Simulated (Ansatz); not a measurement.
Consider the cleavage of the Si–Al bond: `O[SiH2][AlH][SiH3]` + `CC(N)O` → `CC(O)N[SiH3]` + `O[SiH2][AlH2]`.

Calculated with Ansatz (gas phase, PBE0-D4/def2-TZVP geometries, no zero-point term in ΔE). CBS: MP2 limit from def2 TZ/QZ plus the TZ coupled-cluster correction, frozen cores. DFT in def2-TZVPP. One conformer a species, not always the lowest.

CCSD(T)/CBS gives -0.38 eV.

Another level gave -0.30 eV. Which?
A. PBE-D4/def2-TZVPP
B. CCSD/def2-TZVPP
C. MP2/def2-TZVPP
D. r2SCAN-D4/def2-TZVPP

D. r2SCAN-D4 -0.30, PBE-D4 -0.16, MP2/def2-TZVPP -0.48, CCSD/def2-TZVPP -0.40 eV.

Largest T1 diagnostic among the species: 0.013.

The D4 term adds −0.04 eV with B3LYP and −0.02 eV with PBE0; it sums over pairs of atoms, weighted by their polarisabilities, and B3LYP, whose exchange is more repulsive, gets the larger term. From PBE to PBE0 (25 % exact exchange), in def2-TZVPP and without D4, ΔE moves by −0.08 eV.

B3LYP here is the variant with VWN-RPA as its local correlation; programs differ in this.
